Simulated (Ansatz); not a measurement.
Reaction R1 → P1 + P2, each structure at its B3LYP-D3(BJ)/def2-TZVP stationary point, reached from a drawn start (curvature not checked).
R1, Cl3HSi (SMILES Cl[SiH](Cl)Cl) (charge 0, multiplicity 1, Z-matrix in Å and degrees):
```
Si
H 1 1.4634
Cl 1 2.0409 2 109.41
Cl 1 2.0409 2 109.41 3 -120.00
Cl 1 2.0409 2 109.41 3 120.00
```
P1, Cl2Si (SMILES Cl[Si]Cl) (charge 0, multiplicity 1):
```xyz
3

Si     0.0000    -0.8817     0.0000
Cl     1.6232     0.4408     0.0000
Cl    -1.6232     0.4408     0.0000
```
P2: HCl (SMILES Cl), charge 0, multiplicity 1.

P less R. No zero-point or thermal terms.

Frozen-core correlation throughout.

The values were computed with Ansatz (Gaussian basis) for Hartree–Fock, density functionals and correlated methods. All values are computed, each at the level named.

**Question.** What reaction energy does CCSD(T)/cc-pV(Q+d)Z give?

**Answer.** 57.8 kcal/mol

**Question.** Give the reaction energy at the level wB97M-V/def2-TZVPP.

**Answer.** 55.9 kcal/mol

**Question.** What is the computed reaction energy (HF/cc-pV(D+d)Z)?

**Answer.** 54.5 kcal/mol

Ansatz is a program for electronic structure.
